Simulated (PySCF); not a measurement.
Species: C7H12FP.
Numbering: `[CH3:1]/[CH:2]=[CH:3]\[P:4]=[C:5](\[F:6])[CH:7]([CH3:8])[CH3:9]` (hydrogens: H10, H11, H12 on C1; H13 on C2; H14 on C3; H15 on C7; H16, H17, H18 on C8; H19, H20, H21 on C9)

Cartesian coordinates in Å at the PBE0-D3(BJ)/def2-SVP level; atoms count from 1:
```xyz
21
C7H12FP angstrom
C      4.006    0.173   -0.034
C      2.833    0.303    0.877
C      1.531    0.189    0.554
P      0.975   -0.149   -1.133
C     -0.706   -0.226   -0.965
F     -1.377   -0.468   -2.106
C     -1.657   -0.083    0.181
C     -2.461   -1.373    0.362
C     -2.570    1.126   -0.043
H      4.627    1.084    0.000
H      4.656   -0.658    0.287
H      3.713   -0.006   -1.078
H      3.071    0.513    1.927
H      0.799    0.316    1.358
H     -1.068    0.089    1.092
H     -3.166   -1.270    1.201
H     -1.800   -2.227    0.568
H     -3.040   -1.600   -0.546
H     -3.270    1.238    0.798
H     -3.158    1.001   -0.965
H     -1.985    2.053   -0.134
```

Level: PBE0/pcSseg-1 in PySCF, non-relativistic, on one gas-phase PBE0-D3(BJ)/def2-SVP geometry that isn't relaxed in the solvent. The solvent is an IEF-PCM continuum (cavity from Bondi-type radii × 1.2). The model holds no explicit solvent molecules, cavitation or dispersion.

Gas phase at PBE0/pcSseg-1: HOMO -6.32 eV, LUMO -1.46 eV, dipole 2.50 D.

Task: What does the continuum do to the energy, the frontier levels and the dipole at PBE0/pcSseg-1 in benzene and water?

Result: 
```
solvent      ε  E(solvent) − E(gas) (kJ/mol)  polarisation term (kJ/mol)  distortion of the solute (kJ/mol)  HOMO (eV)  LUMO (eV)  dipole (D)
benzene  2.271                         -6.49                       -7.02                               0.53      -6.34      -1.47        2.90
  water  78.36                        -15.23                      -18.58                               3.35      -6.40      -1.54        3.54
```

Polarisation term: ½ Σ q·V over the induced surface charges. Distortion: the rise of the solute's own energy as its density leaves the gas-phase optimum. From benzene to water the lowering changes by a factor 2.35, Onsager's factor (ε − 1)/(2ε + 1) by 2.14 and ε itself by 34.5.

Task: Which radius a makes the point-dipole formula ΔE = −[(ε − 1)/(2ε + 1)]·μ²/a³ give the value in water, with the gas-phase dipole?

Result: μ = 0.985 au and |ΔE| = 0.00580 Eh give a = 2.30 Å; the farthest nucleus lies 4.76 Å from the centroid of the nuclei, so such a sphere wouldn't even hold the nuclei. The formula assumes a rigid point dipole at the centre of a sphere.

Task: Give the dipole vector in the frame of the coordinates (D, pointing from negative to positive charge), gas and water.

Result: Gas (0.08, 0.43, 2.47), solvent (0.11, 0.61, 3.48). Its length changes by +41 % and its direction by less than 1°.

Task: Which Mulliken charges (PBE0/pcSseg-1) respond most in benzene (means over atoms taken as equivalent)?

Result: 
| atoms | environment | gas (e) | solvent (e) | change |
| --- | --- | --- | --- | --- |
| P4 | phosphorus bonded to 2 C | +0.385 | +0.360 | -0.025 |
| H14 | vinylic hydrogen | +0.132 | +0.141 | +0.009 |
| H15 | methine hydrogen | +0.146 | +0.154 | +0.008 |
| C3 | alkene CH carbon | -0.432 | -0.440 | -0.008 |
| H13 | vinylic hydrogen | +0.114 | +0.121 | +0.007 |
| F6 | fluorine bonded to C | -0.269 | -0.275 | -0.006 |
| C8/C9 | methyl carbon | -0.222 | -0.226 | -0.004 |
| H10/H11/H12 | methyl hydrogen | +0.138 | +0.141 | +0.003 |
| C1 | allylic carbon | -0.260 | -0.262 | -0.002 |
| C2 | alkene CH carbon | -0.188 | -0.190 | -0.002 |
| C5 | carbon bonded to C, F and P | +0.034 | +0.037 | +0.003 |
| C7 | sp3 CH carbon | -0.374 | -0.372 | +0.002 |
